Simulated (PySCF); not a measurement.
4-methoxycyclohexene (CO[C@H]1CC=CCC1, C7H12O)

Geometry:
```
atom   x (Å)   y (Å)   z (Å)
  C1   2.836   0.417   0.013
  O2   1.808  -0.480   0.341
  C3   0.498   0.037   0.188
  C4   0.099   0.211  -1.283
  C5  -1.381   0.374  -1.443
  C6  -2.261   0.126  -0.488
  C7  -1.875  -0.372   0.870
  C8  -0.461  -0.943   0.860
  H9   2.865   0.638  -1.060
 H10   3.768  -0.069   0.300
 H11   2.733   1.360   0.565
 H12   0.433   1.015   0.696
 H13   0.433  -0.672  -1.839
 H14   0.602   1.079  -1.717
 H15  -1.709   0.716  -2.416
 H16  -3.317   0.282  -0.659
 H17  -2.583  -1.137   1.197
 H18  -1.941   0.454   1.587
 H19  -0.439  -1.880   0.303
 H20  -0.113  -1.145   1.874
```

The calculation used PySCF 2.14.0, GIAO PBE/pcSseg-1 magnetisability, rotational g tensor and spin-rotation constants, non-relativistic, gas phase. Geometry: GFN2-xTB.

Question: Give the nuclear spin-rotation constants along the inertial axes (H = +C I·J) beside the isotropic shieldings.

Answer: Rotational constants 4.2499, 1.4264, 1.1448 GHz. A star marks the isotopologue with that one atom substituted, in its own axes.
```csv
atom,isotope,Caa (kHz),Cbb (kHz),Ccc (kHz),mean (kHz),σ (ppm)
H9,1H,-0.406,0.062,-0.110,-0.151,27.8
H10,1H,0.065,-0.113,-0.097,-0.048,27.7
H11,1H,-0.402,-0.162,0.055,-0.170,28.4
H12,1H,-0.404,-0.166,0.064,-0.168,28.2
H13,1H,-0.442,-0.148,0.028,-0.187,29.6
H14,1H,-0.290,-0.036,-0.085,-0.137,28.8
H15,1H,-0.309,0.101,-0.125,-0.111,25.7
H16,1H,0.415,-0.141,-0.126,0.050,25.7
H17,1H,-0.218,-0.066,-0.091,-0.125,29.3
H18,1H,-0.447,-0.138,0.031,-0.185,29.2
H19,1H,-0.492,-0.155,0.042,-0.202,30.1
H20,1H,-0.379,0.031,-0.130,-0.159,29.7
C1,13C*,0.807,0.326,0.240,0.458,122.6
O2,17O*,-0.523,-0.147,-0.097,-0.256,270.3
C3,13C*,0.897,0.416,0.283,0.532,97.7
C4,13C*,0.831,0.272,0.166,0.423,145.9
C5,13C*,1.724,0.564,0.179,0.822,51.7
C6,13C*,1.918,0.531,0.169,0.873,49.1
C7,13C*,0.752,0.242,0.184,0.393,150.3
C8,13C*,0.740,0.253,0.199,0.397,147.2
```
For the geometry as given, no vibrational averaging.

Question: How do the rotational constants and the g tensor change when H9, H10, H11, H12, H13, H14, H15, H16, H17, H18, H19, H20 are replaced by deuterium?

Answer: Constants 3.2994, 1.2053, 0.9686 GHz; g -0.0231, -0.0088, -0.0044, against -0.0296, -0.0104, -0.0052 before.
